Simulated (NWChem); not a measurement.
System meant: C₂H₄F₂Si; SMILES C=C(F)[SiH2]F

Here is an NWChem input.

```
start job
memory heap 200 mb stack 900 mb global 1100 mb
geometry units angstroms noautoz
  C     -1.474574     1.113692     0.000000
  C     -0.157183     0.858137     0.000000
  F      0.753213     1.869807     0.000000
  Si     0.632307    -0.854710     0.000000
  F     -0.601537    -1.936539     0.000000
  H     -2.181416     0.271648     0.000000
  H     -1.863732     2.144236     0.000000
  H      1.461253    -1.055630     1.233040
  H      1.461253    -1.055630    -1.233040
end
basis spherical
  * library def2-svp
end
dft
  odft
  mult 2
  xc pbe0
  iterations 150
  mulliken
end
task dft energy
```

End of the output:

```
                                 NWChem DFT Module
                                 -----------------

 Summary of "ao basis" -> "ao basis" (spherical)
 ------------------------------------------------------------------------------
       Tag                 Description            Shells   Functions and Types
 ---------------- ------------------------------  ------  ---------------------
 C                          def2-svp                 6       14   3s2p1d
 F                          def2-svp                 6       14   3s2p1d
 Si                         def2-svp                 8       18   4s3p1d
 H                          def2-svp                 3        5   2s1p

 Summary of "ao basis" -> "ao basis" (spherical)
 ------------------------------------------------------------------------------
       Tag                 Description            Shells   Functions and Types
 ---------------- ------------------------------  ------  ---------------------
 C                          def2-svp                 6       14   3s2p1d
 F                          def2-svp                 6       14   3s2p1d
 Si                         def2-svp                 8       18   4s3p1d
 H                          def2-svp                 3        5   2s1p

      Symmetry analysis of basis
      --------------------------

        a'         66
        a"         28

  number of electrons :                   48
  multiplicity        :                    2
 ------------------------------------------------------------------------
  no. of electrons and multiplicity not compatible                  48
 ------------------------------------------------------------------------
 ------------------------------------------------------------------------
  current input line :
    24: task dft energy
 ------------------------------------------------------------------------
 ------------------------------------------------------------------------
 There is an error in the input file
 ------------------------------------------------------------------------
 For more information see the NWChem manual at https://nwchemgit.github.io

0: no. of electrons and multiplicity not compatible:Received an Error in Communication
```

Question: Can this run be used? If not, why, and what is the fix?

Answer: The program refused the input. Cause: the multiplicity doesn't fit the number of electrons (an even count wants an odd multiplicity, and the reverse). This input runs:
```
start job
memory heap 200 mb stack 900 mb global 1100 mb
geometry units angstroms noautoz
  C     -1.474574     1.113692     0.000000
  C     -0.157183     0.858137     0.000000
  F      0.753213     1.869807     0.000000
  Si     0.632307    -0.854710     0.000000
  F     -0.601537    -1.936539     0.000000
  H     -2.181416     0.271648     0.000000
  H     -1.863732     2.144236     0.000000
  H      1.461253    -1.055630     1.233040
  H      1.461253    -1.055630    -1.233040
end
basis spherical
  C library def2-svp
  F library def2-svp
  Si library def2-svp
  H library def2-svp
end
dft
  xc pbe0
  iterations 150
  mulliken
end
task dft energy
```
It converges to -567.10332 Ha (PBE0/def2-SVP).
